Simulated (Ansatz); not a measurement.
Two structures, one formula

The two ends of one reaction step of BSiH6Br, closed shell (PBE0-D4/def2-TZVP).

A:

| atom | x (Å) | y (Å) | z (Å) |
| --- | --- | --- | --- |
| B1 | -0.9195 | -0.4436 | -0.3809 |
| Br2 | -0.0325 | 0.7534 | -2.1418 |
| H3 | -1.9977 | 0.0825 | -0.4226 |
| H4 | -0.8399 | -1.5434 | -0.8488 |
| H5 | 1.3552 | 0.5590 | -1.8654 |
| Si6 | 0.3341 | 0.0538 | 1.1098 |
| H7 | 1.7600 | -0.1788 | 0.7080 |
| H8 | 0.0878 | -0.7707 | 2.3283 |
| H9 | 0.2526 | 1.4880 | 1.5133 |

B:

| atom | x (Å) | y (Å) | z (Å) |
| --- | --- | --- | --- |
| B1 | -0.7148 | -0.1571 | -0.8533 |
| Br2 | 0.2556 | 0.3074 | -2.5096 |
| H3 | -1.9067 | -0.0848 | -0.8633 |
| H4 | -0.3521 | -1.2116 | -0.3653 |
| H5 | -0.5261 | 0.8363 | -0.0321 |
| Si6 | 0.5927 | 0.0922 | 0.8992 |
| H7 | 1.7950 | -0.5634 | 0.3546 |
| H8 | -0.1181 | -0.6550 | 1.9570 |
| H9 | 0.9747 | 1.4360 | 1.4128 |

Ansatz 0.2.0; basis: def2-TZVPP; cores frozen in the correlated methods. Filled d shells of the heavier atoms are correlated. The def2 sets are not built for correlating such inner shells, so the correlated values are less sure here. B3LYP uses VWN-RPA correlation.

(1) Which structure is lower at CCSD(T), and by how much? (Judge from chemistry; the value comes from the calculation.)

The T1 diagnostic stays at or below 0.010.

## Answers

(1) The calculation gives: B, by 90.0 kJ/mol (electronic energy, against the other). By their contacts, A is BSiH₆Br ([SiH3][BH2][BrH]) and B is BSiH₆Br ([Br][BH2]1[H][SiH3]1).

All methods give the same order:

```csv
method,E(B) − E(A) (kJ/mol)
SPW92,-105.8
PBE-D4,-95.4
BLYP-D4,-85.7
r2SCAN-D4,-100.2
B97M-V,-89.2
PBE0-D4,-98.1
B3LYP-D4,-89.3
r2SCAN0-D4,-101.8
BHLYP-D4,-90.9
CAM-B3LYP-D4,-91.7
wB97X-V,-93.2
wB97M-V,-96.4
B2PLYP,-92.8
PBE-QIDH,-101.1
RPA on PBE,-83.6
HF,-80.5
MP2,-100.3
CCSD,-88.5
CCSD(T),-90.0
```

Labels in which every atom is bracketed show which atoms are joined, not bond orders.

For scale, one of the runs: CCSD(T)/def2-TZVPP, 205 basis functions, launched by `ansatz run in.yaml --threads 3 --pin off --events-out ev --progress --plain --max-ram 6092MiB`. Time: 30 s of wall clock on 3 CPU threads of an Intel Xeon; the host was shared. Peak host memory: 2.8 GiB.
